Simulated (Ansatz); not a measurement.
`BO[SiH2]C` + `C=C=N` → `BN=C=C` + `C[SiH2]O` at 400 K and 1 bar (ligand exchange at a B–O bond).

Computed with Ansatz on PBE0-D4/def2-TZVP structures; ΔE is electronic, products minus reactants. CCSD(T)/CBS adds triple-zeta CCSD(T) − MP2 to the extrapolated MP2 energy (def2 sets, frozen cores). This one scheme is used for every species. One conformer a species, not always the lowest.

```tsv
species	CCSD(T)/CBS energy (Eh)	H − E (kJ/mol)	S (J/(mol·K))
`BO[SiH2]C`	-431.39483	240.6	363.7
`C=C=N`	-132.55079	133.3	267.3
`BN=C=C`	-157.96924	170.8	302.3
`C[SiH2]O`	-405.96945	203.1	323.7
```

H − E and S are ideal-gas, rigid-rotor, harmonic terms from PBE0-D4/def2-TZVP, for one conformer and one mirror image of each species. 1 Eh = 2625.50 kJ/mol, R = 8.31446 J/(mol·K).

Problem. By hand: ΔE, ΔH, ΔS and ΔG.

Solution. ΔE = (-157.96924) + (-405.96945) − (-431.39483) − (-132.55079) = 0.00693 Eh = 18.2 kJ/mol. Δ(H − E) = 170.8 + 203.1 − 240.6 − 133.3 = 0.0, so ΔH = 18.2 kJ/mol. ΔS = 302.3 + 323.7 − 363.7 − 267.3 = -5.0 J/(mol·K). ΔG = 18.2 − 400 × (-5.0)/1000 = 20.2 kJ/mol.

Problem. By hand: the equilibrium constant, and the temperature at which ΔG would vanish if ΔH and ΔS stayed fixed.

Solution. log₁₀ K = −ΔG/(RT ln 10) = -2.6. ΔH and −TΔS have one sign here, so there is no such temperature. One of them is within its doubt of zero, so this could turn.

The number of gas molecules stays the same, so ΔS is small and ΔH decides. A doubt of 5 kJ/mol in ΔE shifts log₁₀ K by 0.7 here. Other conformers and mirror images would add mixing entropy, several J/(mol·K) or more a flexible species. Modes under 60 cm⁻¹, often nearly free rotors, make the harmonic entropy too high. These are equilibria of isolated gas molecules and say nothing of rates. Largest T1 diagnostic: 0.017 (customary marks: 0.02 for closed shells, 0.045 for open ones).
